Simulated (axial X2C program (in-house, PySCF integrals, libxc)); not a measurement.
**CuC: cheaper levels and CCSD(T), 2c**

Calculated with an in-house all-electron X2C program for linear molecules (integrals from PySCF). Two-component (2c) means X2C with spin–orbit coupling and atomic mean-field two-electron Coulomb and Gaunt terms. Basis: Cu dyall-cv3z [9s9p6d3f2g], C dyall-v3z [7s6p2d1f] (cores contracted in-house); Gaussian nuclei, density fitting, unrestricted open shells. Masses: Cu 62.930 u, C 12.000 u.

State: Ω = 3/2 (⟨Sz⟩ = 1.50, ⟨Lz⟩ = 0.00 at HF); fragments Cu + C.

| level | Re (Å) | ωe (cm⁻¹) | De (eV) |
| --- | --- | --- | --- |
| PBE0 | 1.781 | 625.4 | 2.38 |
| HF | 1.933 | 522.6 | n/a |
| MP2 | 1.759 | 659.6 | 2.40 |
| CCSD | 1.807 | 589.8 | 2.12 |

Correlated methods: 15 electrons correlated (number of frozen shells: Cu 3 s, 2 p; C 1 s), 220 virtual spin orbitals or spinors in MP2, 90 natural virtuals in coupled cluster.

CCSD(T), same Hamiltonian and basis:

Re = 1.781 Å, ωe = 616.7 cm⁻¹; T1 = 0.029 (Lee–Taylor normalisation).

**Question.** Give the differences from CCSD(T) in the columns below.

**Answer.** 

```json
{"level": "PBE0", "ΔRe (Å)": "0.000", "Δωe (cm⁻¹)": "9"}
{"level": "HF", "ΔRe (Å)": "0.152", "Δωe (cm⁻¹)": "-94"}
{"level": "MP2", "ΔRe (Å)": "-0.022", "Δωe (cm⁻¹)": "43"}
{"level": "CCSD", "ΔRe (Å)": "0.026", "Δωe (cm⁻¹)": "-27"}
```

The state is a single determinant with fixed occupations, the lowest that a limited PBE0 search found. Dissociation energies refer to the lowest single-determinant-based atoms at the same level and basis. De is not given where an atomic determinant may have missed its ground term or J level, or where the truncated virtual space spoils (T). Density functionals use the spin component along the axis (collinear). Coupled cluster ran in a truncated set of natural virtual spinors; the MP2 energy of the rest was added. (T) has no such correction and the atoms are truncated less, which lowers De at CCSD(T) by a hundredth of an eV or more. In 2c an atomic determinant is not the ground J level, so De misses part of the atomic spin–orbit lowering. This holds for PBE0, MP2, CCSD. Other states lie close and PBE0, whose exact exchange favours high spin, may order them wrongly; the determinant shown need not be the ground state. The nearest other 2c determinant of the search, Ω = 1/2, lies 0.16 eV up at the distance of the search. Without a current term, density functionals place determinants with orbital angular momentum somewhat too high. With several unpaired electrons one determinant need not be a pure state. This is the top spin component of a Σ state; components of lower Ω are not single determinants and can lie lower.
